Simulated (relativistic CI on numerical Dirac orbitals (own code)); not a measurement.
**The 3d ions of charge 6+**

Calculated at this level of theory: Dirac-Coulomb-Breit CI, separate exchange-only KLI orbitals for each configuration, model QED (radiative potential, 1s self-energy scaled to tabulated hydrogen-like ionisation energies), unscaled Slater integrals (own radial code, finite nucleus).

Each species is treated in one configuration, given outside its closed core, with all valence electrons in the open shell. Radial values are for the open shell of highest l, unscaled and averaged over j; ζ includes the Breit term. Labels give the leading LS character, summed over repeated terms.

| Ion | Configuration | Its lowest level | LS weight (%) | F² (cm⁻¹) | F⁴ (cm⁻¹) | g_J | g√(J(J+1)) | ⟨r⟩ (bohr) | ⟨r²⟩ (bohr²) |
| --- | --- | --- | --- | --- | --- | --- | --- | --- | --- |
| Mn6+ | 3d | ²D3/2 | 100 |  |  | 0.799 | 1.55 | 0.8593 | 0.8835 |
| Fe6+ | 3d² | ? | ? | ? | ? | ? | ? | ? | ? |
| Co6+ | 3d³ | ⁴F3/2 | 100 | 123800 | 78420 | 0.399 | 0.77 | 0.787 | 0.7453 |
| Ni6+ | 3d⁴ | ⁵D0 | 100 | 128700 | 81440 |  | 0.00 | 0.7555 | 0.6889 |
| Cu6+ | 3d⁵ | ⁶S5/2 | 100 | 133600 | 84440 | 2.001 | 5.92 | 0.7267 | 0.639 |
| Zn6+ | 3d⁶ | ⁵D4 | 100 | 138400 | 87420 | 1.499 | 6.70 | 0.7 | 0.5947 |

Fill in the row of Fe6+.

Its lowest level ³F2; LS weight (%) 100; F² (cm⁻¹) 118900; F⁴ (cm⁻¹) 75370; g_J 0.666; g√(J(J+1)) 1.63; ⟨r⟩ (bohr) 0.8214; ⟨r²⟩ (bohr²) 0.8096.
